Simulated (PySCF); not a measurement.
**Correlation energy of In (indium, neutral)**

[Kr] 4d10 5s2 6s1, 2S determinant (an excited configuration). Computed with PySCF 2.14 in aug-cc-pVTZ-PP with one added diffuse shell each of d, f type with ECP28MDF (6s5p5d3f, 67 functions), with scalar relativity through the core potential. Frozen: 4s2 4p6 4d10; 3 electrons correlated.

```json
{"level": "CCSD", "correlation energy (mhartree)": "-38.38"}
{"level": "(T)", "correlation energy (mhartree)": "-0.66"}
{"level": "CCSD(T)", "correlation energy (mhartree)": "-39.04"}
```

Diagnostics: T1 = 0.017, D1 = 0.0410, largest double amplitude 0.083.

The outer electron is Rydberg-like, and this basis confines it to a smaller radius and binds it less than a complete one would.

Cost of the coupled-cluster step: about 3 core-seconds, for 3 correlated electrons.

Iterations:

```
CC2 = 0
CCSD nocc = (np.int64(2), np.int64(1)), nmo = (58, 58)
frozen orbitals [[0, 1, 2, 3, 4, 5, 6, 7, 8], [0, 1, 2, 3, 4, 5, 6, 7, 8]]
max_cycle = 100
direct = 0
conv_tol = 1e-08
conv_tol_normt = 1e-06
diis_space = 8
diis_start_cycle = 0
Init t2, MP2 energy = -0.0282207958407227
Init E_corr(UCCSD) = -0.0282207958895734
cycle = 1  E_corr(UCCSD) = -0.0346436728759782  dE = -0.00642287699  norm(t1,t2) = 0.0521165
cycle = 2  E_corr(UCCSD) = -0.0368430936712692  dE = -0.0021994208  norm(t1,t2) = 0.0222482
cycle = 3  E_corr(UCCSD) = -0.0384008308262849  dE = -0.00155773716  norm(t1,t2) = 0.010115
cycle = 4  E_corr(UCCSD) = -0.0383703360713309  dE = 3.0494755e-05  norm(t1,t2) = 0.00127803
cycle = 5  E_corr(UCCSD) = -0.0383846445615471  dE = -1.43084902e-05  norm(t1,t2) = 0.000350841
cycle = 6  E_corr(UCCSD) = -0.038377579813686  dE = 7.06474786e-06  norm(t1,t2) = 0.000142617
cycle = 7  E_corr(UCCSD) = -0.0383816269824432  dE = -4.04716876e-06  norm(t1,t2) = 4.24617e-05
cycle = 8  E_corr(UCCSD) = -0.0383809255645338  dE = 7.01417909e-07  norm(t1,t2) = 1.5677e-05
cycle = 9  E_corr(UCCSD) = -0.0383806617426449  dE = 2.63821889e-07  norm(t1,t2) = 5.23545e-06
cycle = 10  E_corr(UCCSD) = -0.0383808179701783  dE = -1.56227533e-07  norm(t1,t2) = 1.54948e-06
cycle = 11  E_corr(UCCSD) = -0.0383808115204765  dE = 6.44970182e-09  norm(t1,t2) = 3.90091e-07
UCCSD converged
E(UCCSD) = -189.1492852368747  E_corr = -0.03838081152047647
UCCSD(T) correction = -0.000662586466725167
```
